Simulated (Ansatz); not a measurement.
Cl3Te (SMILES Cl[Te](Cl)Cl), doublet, geometry from GFN2-xTB (the spin is typed, not shown lowest) (all electrons, no relativity). Base run: R2SCAN/STO-3G (Ansatz, a program for electronic structure).

The Ansatz input:
Ansatz 0.2 input:
```yaml
crystal:
  periodic: [false, false, false]
  atoms:
    - {symbol: Te, position_ang: [0.24251408, 0.09021167, 0.37458785]}
    - {symbol: Cl, position_ang: [2.09821989, -0.02188028, -1.22814728]}
    - {symbol: Cl, position_ang: [-1.70711670, -0.93683014, 1.45583415]}
    - {symbol: Cl, position_ang: [-1.13291096, 0.68276885, -1.37348501]}
basis:
  gaussian:
    orbitals: STO-3G
hamiltonian:
  xc: r2scan
magnetization: {spin_polarized: true, initial_magnetization: 1}
```

Variants of this job, named by their change:

```csv
change,E (Eh),<S^2>
base,-7914.99280,0.752
functional = B97M-V,-7914.34706,0.751
functional = pbe,-7913.59318,0.751
functional = b3lyp; dispersion = d4,-7914.80754,0.754
functional = pbe0,-7914.14187,0.755
functional = b3lyp,-7914.79641,0.754
functional = blyp,-7914.52640,0.751
functional = pbe; dispersion = d4,-7913.59986,0.751
functional = blyp; dispersion = d4,-7914.54058,0.751
functional = wB97X-V,-7914.37060,0.764
functional = BHLYP,-7915.06238,0.764
functional = revpbe,-7914.21444,0.751
functional = b3lyp; dispersion = d3bj,-7914.80875,0.754
```

Total energies compare only within one method and basis.
